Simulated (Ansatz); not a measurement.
Correlation energies of C9H17HfN, SMILES `C[N](C)[Hf]1234([CH3])([CH3])[C@H]5[C@@H]1[C@@H]2[C@@H]3[C@H]54` by basis set

Cartesian coordinates in Å:
```
C 2.282 -1.212 1.002
N 1.721 -0.239 0.099
C 2.685 0.747 -0.319
Hf -0.270 -0.136 -0.313
C -0.898 -2.272 -0.566
C -0.380 0.726 -2.378
C -2.657 0.660 0.325
C -1.846 1.806 0.225
C -0.863 1.735 1.237
C -1.068 0.539 1.958
C -2.177 -0.127 1.390
H 2.693 -0.744 1.909
H 3.096 -1.782 0.529
H 1.524 -1.937 1.316
H 3.523 0.288 -0.863
H 2.228 1.480 -0.990
H 3.111 1.295 0.536
H -0.221 -2.729 -1.301
H -0.836 -2.878 0.345
H -1.918 -2.379 -0.951
H -0.051 1.769 -2.457
H 0.283 0.129 -3.020
H -1.385 0.676 -2.813
H -3.482 0.408 -0.326
H -1.952 2.596 -0.504
H -0.086 2.464 1.425
H -0.475 0.193 2.794
H -2.581 -1.076 1.711
```

Total charge 0; spin multiplicity 1. Correlated methods include outer-core shells of Hf, which these sets cover unevenly. Hf takes the def2 core potential. The structure was optimised at the PBE0-D4/def2-TZVP level. It is one conformer, not always the lowest. Frozen core, restricted reference, Ansatz 0.2.0.

```tsv
basis	HF (Eh)	MP2 corr.	CCSD corr.	(T)	CCSD(T) total
def2-SVP	-452.35959	-1.67797	-1.76469	-0.06818	-454.19246
def2-TZVPP	-452.82649	-2.09224	-2.14985	-0.10218	-455.07852
def2-QZVPP	-452.84549	-2.24649	–	–	–
```
